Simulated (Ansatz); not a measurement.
Stepwise reaction of `C[NH][SnH2][NH]C` with methanol, as a gas-phase model of exchange steps in deposition or etching. ΔE in kJ/mol.

Isolated molecules relaxed with PBE0-D4/def2-TZVP in Ansatz; ΔE leaves out vibrations. CCSD(T)/CBS adds triple-zeta CCSD(T) − MP2 to the extrapolated MP2 energy (def2 sets, frozen cores). This one scheme is used for every species. Functionals use def2-TZVPP. B3LYP here is the variant with VWN-RPA as its local correlation; programs differ in this. Elements past krypton have def2 core potentials. For Sn outer-core shells are correlated without core-valence functions, which leaves a few kJ/mol of doubt a bond. One conformer a species, not always the lowest.

| step | reaction | PBE-D4 | B3LYP-D4 | ωB97M-V | CCSD(T)/CBS |
| --- | --- | --- | --- | --- | --- |
| 2 | `C[NH][SnH2][O]C` + CH₃OH → `C[O][SnH2][O]C` + CH₃NH₂ | -27.9 | -29.7 | -27.8 | -27.1 |

Problem. Give the row of step 1, `C[NH][SnH2][NH]C` + CH₃OH → `C[NH][SnH2][O]C` + CH₃NH₂. (An estimate is asked.)

Solution. Ansatz gave: 
| step | reaction | PBE-D4 | B3LYP-D4 | ωB97M-V | CCSD(T)/CBS |
| --- | --- | --- | --- | --- | --- |
| 1 | `C[NH][SnH2][NH]C` + CH₃OH → `C[NH][SnH2][O]C` + CH₃NH₂ | -26.9 | -29.1 | -27.5 | -26.6 |

Problem. By hand: ΔE of the 2 steps together at CCSD(T)/CBS.

Solution. (-26.6) + (-27.1) = -53.7 kJ/mol, or -26.9 kJ/mol a step.

In ΔE the steps differ by no more than 0.5 kJ/mol. All are downhill at CCSD(T)/CBS. PBE-D4 differs from CCSD(T)/CBS by -0.8 to -0.3 kJ/mol a step. Only this route is followed, and other bonds may react first. Isolated molecules leave out the surface, adducts and barriers. Largest T1 diagnostic: 0.014.
